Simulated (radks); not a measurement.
Radial electron density D(r) = 4 pi r^2 rho(r) of an atom or ion with 5 electrons. All-electron calculation, Dirac Kohn-Sham, PBE, spin-unpolarised, spherical densities, finite nucleus; Fermi nuclear charge, rms radius of each element as measured or else 0.836 A^(1/3) + 0.57 fm. Program: a radial shooting solver on a logarithmic mesh with Libxc functionals.

r (bohr),D(r) (e/bohr)
0.001624,0.7303
0.002015,1.086
0.002501,1.604
0.003104,2.354
0.003852,3.422
0.004819,4.985
0.005981,7.063
0.007423,9.834
0.009213,13.40
0.01143,17.77
0.01419,22.78
0.01761,28.02
0.02186,32.73
0.02713,35.85
0.03394,36.22
0.04212,33.17
0.05228,27.23
0.06489,20.26
0.08053,14.95
0.09995,13.25
0.124,14.73
0.154,16.45
0.1911,15.26
0.239,10.50
0.2967,5.162
0.3682,1.678
0.457,0.3301
0.5672,0.03503
0.7039,0.001742

What is the nuclear charge?

Answer. Z = 31. The innermost maximum, from 1s, lies near gamma/Z bohr with gamma = sqrt(1 - (Z/c)^2) = 0.974, here 0.0314 bohr (found: 0.0311), and its height grows with Z. The density is that of the gallium ion Ga26+ in [He] 2s2 2p1; the configuration itself is not fixed sharply by these data, and Z only to about a unit. D(r) has 2 maxima, at r = 0.0311, 0.160 bohr, and minima at 0.0984 bohr, inside which lie 2.19 electrons.
